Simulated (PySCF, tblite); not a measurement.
Potential energy surface of H3Ge (anion, charge -1), singlet: map of symmetric stretch and umbrella angle. Scanned: Ge-H bond length and angle between the Ge-H bonds and the threefold axis (90 = planar).

Computed with: GFN2-xTB, 300 K electronic temperature (tblite); RHF/aug-cc-pVDZ (PySCF); PBE0/aug-cc-pVDZ (PySCF); B3LYP/aug-cc-pVDZ (PySCF); MP2 on RHF/aug-cc-pVDZ, 9 core orbitals frozen (PySCF); CCSD on RHF/aug-cc-pVDZ, 9 core orbitals frozen (PySCF); CCSD(T) on RHF/aug-cc-pVDZ, 9 core orbitals frozen (PySCF).

Energies in kcal/mol at chosen points (x: Ge-H bond length (Å); y: angle between the Ge-H bonds and the threefold axis (90 = planar) (°)), relative to x = 1.63, y = 122:

```json
[
 {"method": "GFN2-xTB", "(1.63, 98)": "65.2", "(1.78, 110)": "12.5", "(1.70, 106)": "27.8", "(1.70, 94)": "70.0", "(1.85, 98)": "30.0", "(1.70, 126)": "-3.2", "(1.78, 102)": "30.8"},
 {"method": "RHF", "(1.63, 98)": "29.3", "(1.78, 110)": "21.3", "(1.70, 106)": "20.7", "(1.70, 94)": "43.4", "(1.85, 98)": "59.5", "(1.70, 126)": "4.0", "(1.78, 102)": "38.8"},
 {"method": "PBE0", "(1.63, 98)": "27.9", "(1.78, 110)": "20.3", "(1.70, 106)": "20.1", "(1.70, 94)": "40.3", "(1.85, 98)": "54.3", "(1.70, 126)": "2.7", "(1.78, 102)": "36.1"},
 {"method": "B3LYP", "(1.63, 98)": "28.8", "(1.78, 110)": "19.1", "(1.70, 106)": "19.8", "(1.70, 94)": "41.2", "(1.85, 98)": "52.6", "(1.70, 126)": "2.3", "(1.78, 102)": "35.2"},
 {"method": "MP2", "(1.63, 98)": "26.7", "(1.78, 110)": "21.7", "(1.70, 106)": "20.3", "(1.70, 94)": "39.5", "(1.85, 98)": "56.3", "(1.70, 126)": "3.6", "(1.78, 102)": "37.3"},
 {"method": "CCSD", "(1.63, 98)": "27.5", "(1.78, 110)": "20.2", "(1.70, 106)": "19.9", "(1.70, 94)": "39.7", "(1.85, 98)": "53.9", "(1.70, 126)": "2.9", "(1.78, 102)": "35.9"},
 {"method": "CCSD(T)", "(1.63, 98)": "27.0", "(1.78, 110)": "19.9", "(1.70, 106)": "19.6", "(1.70, 94)": "38.9", "(1.85, 98)": "52.7", "(1.70, 126)": "2.7", "(1.78, 102)": "35.2"}
]
```
